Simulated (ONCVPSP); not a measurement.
boron (B): one change to an ONCV potential, before and after

boron, optimised norm-conserving Vanderbilt (ONCV), made with ONCVPSP 4.0.1 (LDA (Perdew-Wang 92), scalar-relativistic). Core [He], reference 2s2 2p1. Waves: 2s: rc 1.50 bohr, ncon 3, nbas 7, qcut 5.1 1/bohr, 3 projectors, debl 1.8 Ha; 2p: rc 2.60 bohr, ncon 4, nbas 9, qcut 5.5 1/bohr, 3 projectors, debl 0.7 Ha. Local part: polynomial inside 1.20 bohr (lpopt 3, dvloc0 1 Ha). Core correction: polynomial model core, fcfact 0.65.

All-electron outer shells of the reference configuration (LDA (PZ), scalar-relativistic, ld1.x):

```csv
shell,level (eV),outermost node (bohr),outermost maximum (bohr)
1s,-178.66,–,0.21
2s,-9.39,0.46,1.52
2p,-3.72,–,1.55
```

Change: s: qcut 5.7; p: qcut 6.1.

Cutoffs: the cutoffs (Ha) at which the residual kinetic energy of the hardest occupied pseudo-wave falls to 1 and 0.1 mHa per electron; they do not see the model core or the augmentation charge, which bear on the density cutoff. Errors are all-electron minus pseudo energies relative to the spin-unpolarised reference configuration.

**Question.** What does the change do?

**Answer.** The potential gets neither clearly harder nor softer (9.7 Ha and 14 Ha → 11 Ha and 14 Ha); of the 4 tests that both files solve, the error grows in 0 and shrinks in 3 by more than 15 % and 0.3 meV (median size 26.1 → 20.1 meV); neither file shows a bound ghost.

```tsv
quantity	base	changed
cutoff, loose	9.7 Ha	11 Ha
cutoff, tight	14 Ha	14 Ha
loose cutoff by channel	s 9.7 Ha, p 8.6 Ha	s 11 Ha, p 9.4 Ha
bound ghosts	none	none
GHOST(+) flags under 300 eV	none	none
error for 2s2 2p0, meV [ΔE 8.32 eV]	+44	+35
error for 2s1 2p0, meV [ΔE 33.62 eV]	+137	+117
error for 2s2 2p0.5, meV [ΔE 2.94 eV]	+6.5	+5.1
error for 2s0 2p3, meV [ΔE 11.40 eV]	-8.4	-2.5
s: phases at 1.52 bohr within 0.05 rad from the reference energy up to (Ha; the scan ends near 5)	to the end of the scan	to the end of the scan
p: phases at 2.64 bohr within 0.05 rad from the reference energy up to (Ha; the scan ends near 5)	to the end of the scan	to the end of the scan
rms error of d²Exc/dni dnj with the model core, mHa	1.02	0.98
```
